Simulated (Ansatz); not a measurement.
Two isomers of C4H3F5: A = `F[C@@H]1[C@@H](F)C(F)(F)[C@H]1F`, B = `C/C(F)=C(\F)C(F)(F)F`.

Program: Ansatz. Geometries: PBE0-D4/def2-TZVP. ΔE: electronic, gas phase. CBS: MP2 limit from def2 TZ/QZ plus the TZ coupled-cluster correction, frozen cores. DFT in def2-TZVPP. B3LYP here is the variant with VWN-RPA as its local correlation; programs differ in this.

A:

Z-matrix (Å, degrees):
```
C
C 1 1.529
C 1 1.529 2 89.0
F 1 1.360 2 117.3 3 -120.4
H 1 1.094 2 110.9 3 112.0
C 2 1.539 1 87.5 3 -21.0
F 2 1.354 1 117.6 3 -140.7
H 2 1.094 1 111.8 3 90.4
F 3 1.354 1 117.6 2 140.7
H 3 1.094 1 111.8 2 -90.4
F 6 1.341 2 112.2 1 -92.5
F 6 1.341 2 117.3 1 140.8
```

B:

```xyz
12

C     1.176    1.335    0.876
C     0.602    0.068    0.381
F     1.313   -1.012    0.703
C    -0.516   -0.057   -0.326
F    -1.218    1.039   -0.641
C    -1.169   -1.293   -0.867
F    -1.276   -1.219   -2.199
F    -2.411   -1.415   -0.383
F    -0.498   -2.397   -0.568
H     2.183    1.466    0.471
H     1.255    1.303    1.966
H     0.559    2.182    0.586
```

(1) Which is lower in electronic energy at CCSD(T)/CBS, and by how much? (An estimate is asked.)

(2) Give E(B) − E(A) in kJ/mol with HF/def2-TZVPP, CCSD/def2-TZVPP, B2PLYP, PBE-D4, r2SCAN-D4, B3LYP-D4, CCSD(T)/def2-SVP. (Estimate.)

(3) Does the order hold for the free energy at 298.15 K (harmonic terms from PBE0-D4)? (An estimate is asked.)

Largest T1 diagnostic: 0.012.

## Answers

(1) Computed: B, by 46.1 kJ/mol.

(2) Computed: HF/def2-TZVPP -51.5, CCSD/def2-TZVPP -44.7, B2PLYP -56.4, PBE-D4 -51.9, r2SCAN-D4 -60.2, B3LYP-D4 -59.4, CCSD(T)/def2-SVP -64.9. None reverses the order clearly.

(3) The calculation gave: Yes: G(B) − G(A) = -56.6 kJ/mol. Modes under 60 cm⁻¹, often nearly free rotors, make the harmonic entropy too high.

From BLYP to BHLYP (50 % exact exchange), in def2-TZVPP and without D4, E(B) − E(A) moves by +18.6 kJ/mol. At CCSD(T), def2-SVP lies −18.8 kJ/mol from the extrapolated value and def2-TZVPP −2.0 kJ/mol.
